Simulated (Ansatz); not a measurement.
`[OH][Hf]([F])([Cl])[Cl]` and `[OH][Hf]([F])([Cl])[Br]` differ in one atom or group.

Ansatz, PBE0-D4/def2-TZVP geometries, multiplicity 1. Each molecule was computed in one conformer, which needn't be the lowest.

Elements past krypton have def2 core potentials. Scalar relativity is left out up to krypton.

```csv
property,`[OH][Hf]([F])([Cl])[Cl]`
HOMO–LUMO gap (ωB97M-V/def2-TZVPP) / eV,12.36
LUMO energy (ωB97M-V/def2-TZVPP) / eV,0.77
LUMO energy (PBE/def2-TZVPP) / eV,-1.97
HOMO–LUMO gap (PBE/def2-TZVPP) / eV,5.96
LUMO energy (B3LYP/def2-TZVPP) / eV,-1.36
size of the dipole moment (ωB97M-V/def2-TZVPP) / D,2.84
```

Question: What does the change do to each property? (An estimate is asked.)

Answer: Computed: 
| property | `[OH][Hf]([F])([Cl])[Br]` | shift |
| --- | --- | --- |
| HOMO–LUMO gap (ωB97M-V/def2-TZVPP) / eV | 11.77 | -0.59 |
| LUMO energy (ωB97M-V/def2-TZVPP) / eV | 0.75 | -0.02 |
| LUMO energy (PBE/def2-TZVPP) / eV | -2.10 | -0.13 |
| HOMO–LUMO gap (PBE/def2-TZVPP) / eV | 5.42 | -0.54 |
| LUMO energy (B3LYP/def2-TZVPP) / eV | -1.50 | -0.14 |
| size of the dipole moment (ωB97M-V/def2-TZVPP) / D | 2.87 | 0.03 |

With PBE0 the HOMO rises by 0.53 eV and the LUMO falls by 0.16 eV, so the gap narrows by about 0.69 eV. PBE moves the HOMO by 0.41 eV and ωB97M-V by 0.58 eV. Dipoles are sizes alone; their direction can turn.

B3LYP here is the variant with VWN-RPA as its local correlation; programs differ in this.

Spin–orbit coupling is left out; it splits and shifts lone-pair levels of the heavy atoms by tenths of an eV.
